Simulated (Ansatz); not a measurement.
A search over several starts for the lowest SCF solution of the cluster Be4O3⁺ at the given spin, in a small basis.

```yaml
crystal:
  periodic: [false, false, false]
  atoms:
    - {symbol: Be, position_ang: [-0.929911, -0.134973, 1.002871]}
    - {symbol: Be, position_ang: [1.464042, -0.035641, -0.986284]}
    - {symbol: Be, position_ang: [1.176345, -0.808277, 1.063453]}
    - {symbol: Be, position_ang: [-0.640733, 0.638534, -1.051564]}
    - {symbol: O, position_ang: [-1.844276, -0.160453, -0.328846]}
    - {symbol: O, position_ang: [2.200550, -0.700778, 0.057378]}
    - {symbol: O, position_ang: [-1.426008, 1.201588, 0.242982]}
basis:
  gaussian: {orbitals: def2-SVP, initial_orbitals: start.molden}
total_charge: 1
magnetization: {spin_polarized: true, initial_magnetization: 1}
hamiltonian: {xc: pbe, dispersion: d4}
output: {orbitals: {seedname: orbitals}}
```

The file start.molden holds the orbitals of an earlier run on this structure, at another level or in another basis.

```sh
$ ansatz run in.yaml --threads 4 --pin off --events-out ev --progress --plain --max-ram 4787MiB
```

Shortened log:

```
Functional definition: PBE
965 factors; their error is unknown
mean field evaluation 1: about -7723.4133 eV, gradient 4.3e0 eV
mean field evaluation 2: about -7723.5216 eV, gradient 1.0e-1 eV
mean field evaluation 4: about -7723.4683 eV, gradient 3.1e-4 eV
mean field evaluation 8: about -7644.5866 eV, gradient 1.2e2 eV
mean field evaluation 16: about -7722.0589 eV, gradient 8.3e0 eV
mean field -7723.46829141 eV, -283.8322245546 hartree, gradient 2.3e-5 eV, S^2 0.757754; 2 other end points of the search recorded, 0 dependent functions left out
reference -7723.46835181 eV, -283.8322267741 hartree; 20, 19 occupied and 58, 59 virtual orbitals, 965 factors
Total energy: -7723.60635145 eV, -283.8372981674 hartree
```

It took 3.4 s on 4 threads of Arm Neoverse V2 on a shared host.

The structure holds 1 bond(s) between oxygen atoms. Another isomer (doublet) lies 6.99 eV lower at PBE0-D4/def2-TZVP; other spin states weren't run for this one.
